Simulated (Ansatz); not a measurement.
A single point on CH7FO2SSi2, SMILES `C[SiH](F)S[SiH](O)O`.

```yaml
crystal:
  periodic: [false, false, false]
  atoms:
    - {symbol: C, position_ang: [-1.264579, 1.933836, -1.569234]}
    - {symbol: Si, position_ang: [-0.807991, 0.379398, -0.680348]}
    - {symbol: F, position_ang: [-1.755835, 0.228336, 0.617988]}
    - {symbol: S, position_ang: [1.207688, 0.523328, -0.036315]}
    - {symbol: Si, position_ang: [1.439699, -1.421005, 0.855745]}
    - {symbol: O, position_ang: [2.535547, -1.250074, 2.052375]}
    - {symbol: O, position_ang: [-0.014058, -2.002084, 1.312803]}
    - {symbol: H, position_ang: [-2.318987, 1.911582, -1.855055]}
    - {symbol: H, position_ang: [-0.663889, 2.040263, -2.475525]}
    - {symbol: H, position_ang: [-1.093304, 2.808288, -0.938011]}
    - {symbol: H, position_ang: [-1.033986, -0.842822, -1.483183]}
    - {symbol: H, position_ang: [2.011523, -2.409414, -0.069456]}
    - {symbol: H, position_ang: [2.451522, -0.502555, 2.646582]}
    - {symbol: H, position_ang: [-0.693370, -1.397046, 1.621624]}
basis:
  gaussian: {orbitals: def2-QZVPP}
correlation: {method: mp2}
```

```sh
$ ansatz run in.yaml --threads 2 --pin off --events-out ev --progress --plain --max-ram 32768MiB --backend cuda --devices 0, --max-vram 18GiB
```

It prints (some lines left out):

```
Functional definition: HF
3887 factors; integrals over basis functions are off by at most 8.0e-4 eV
mean field evaluation 1: about -34469.2630 eV, gradient 5.9e1 eV
mean field evaluation 2: about -34469.4805 eV, gradient 6.0e1 eV
mean field evaluation 4: about -34476.1344 eV, gradient 4.6e0 eV
mean field evaluation 8: about -34476.2216 eV, gradient 3.0e-1 eV
mean field -34476.22222172 eV, -1266.9777978256 hartree, gradient 8.8e-6 eV, S^2 0.000000; 0 other end points of the search recorded, 0 dependent functions left out
19 core orbitals not correlated: weight in the atoms' cores, before any rotation towards them, 1.000 or more for the frozen orbitals, at most 0.000 for the correlated occupied ones
reference -34476.22222172 eV, -1266.9777978256 hartree; 22, 22 occupied and 607, 607 virtual orbitals, 3887 factors
second order -38.98131941 eV of doubles, -0.00000000 eV of singles
Total energy: -34515.20354113 eV, -1268.4103348914 hartree
```

Run time 16 s (2 threads of an AMD EPYC 7R13 on a shared host and a share of an NVIDIA H100 80 GB); peak host memory 1.2 GiB.
